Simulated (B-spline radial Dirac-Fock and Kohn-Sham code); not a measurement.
Re³⁺ 4d5/2: cross section and angular parameters

System: Re³⁺ in the configuration [Xe] 4f14 5d4; threshold 296.0 eV (orbital energy of the model). Method: Dirac-Hartree-Slater photoionisation with a Latter tail; cross sections with all multipoles, angular parameters from the dipole term and its interference with E2. Computed with a radial B-spline solver.

For linearly polarised light dσ/dΩ = σ/(4π) [1 + β P₂(cos θ) + (δ + γ cos²θ) sin θ cos φ], with θ from the polarisation vector and φ the angle between the beam and the projection of the electron momentum on the plane normal to the polarisation.

```csv
hν (eV),σ (kb),β,γ,δ
400,288,-0.785,-0.213,0.150
535,393,0.138,0.104,0.109
686,375,0.638,0.188,0.048
752,352,0.767,0.169,0.033
1000,259,1.055,0.051,0.008
1300,174,1.213,-0.034,0.005
1660,?,?,?,?
2210,61.0,1.345,0.039,0.023
2610,41.5,1.350,0.130,0.032
2984.4,30.0,1.345,0.223,0.040
3310,23.1,1.335,0.305,0.047
4000,14.0,1.307,0.476,0.061
5414.7,5.98,1.238,0.789,0.091
5590,5.45,1.230,0.824,0.095
9210,1.17,1.066,1.386,0.175
12300,0.449,0.956,1.716,0.242
15000,0.227,0.877,1.934,0.299
```

Problem. Give the values at 1660 eV.

Solution. σ = 111 kb, β = 1.298, γ = -0.043, δ = 0.011.
